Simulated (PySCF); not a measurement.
CH₄ClNOSi₂, SMILES O[Si@@]1(Cl)N=C[SiH2]1.

Geometry optimised at TPSSh-D3(BJ)/def2-SVP. The structure was generated by enumeration; whether it is a known compound was not checked. One conformer was computed; it need not be the lowest.

Computed with TDA-B3LYP/def2-SVPD (PySCF).

Vertical excitations. Gas-phase values at a fixed geometry.

```tsv
state	energy (eV)	λ (nm)	f	main pairs
S1	3.69	336	0.000	HOMO→LUMO 99 %
S2	5.16	240	0.002	HOMO→LUMO+1 91 %
S3	5.22	237	0.001	HOMO−1→LUMO 89 %
S4	5.53	224	0.006	HOMO→LUMO+2 84 %
S5	5.87	211	0.014	HOMO→LUMO+3 84 %
S6	6.39	194	0.010	HOMO→LUMO+4 95 %
S7	6.50	191	0.003	HOMO−2→LUMO 82 %
S8	6.64	187	0.002	HOMO→LUMO+5 73 %, HOMO−1→LUMO+1 22 %
S9	6.78	183	0.031	HOMO−3→LUMO 64 %, HOMO−1→LUMO+1 13 %
S10	6.91	179	0.057	HOMO−1→LUMO+2 78 %
T1	2.96	419	0	HOMO→LUMO 97 %
T2	4.77	260	0	HOMO−2→LUMO 40 %, HOMO−4→LUMO 19 %, HOMO−3→LUMO 16 %, HOMO−6→LUMO 9 %
T3	4.95	250	0	HOMO→LUMO+1 47 %, HOMO−1→LUMO 42 %
T4	5.00	248	0	HOMO→LUMO+1 47 %, HOMO−1→LUMO 42 %
```
Triplets are in the Tamm–Dancoff approximation.
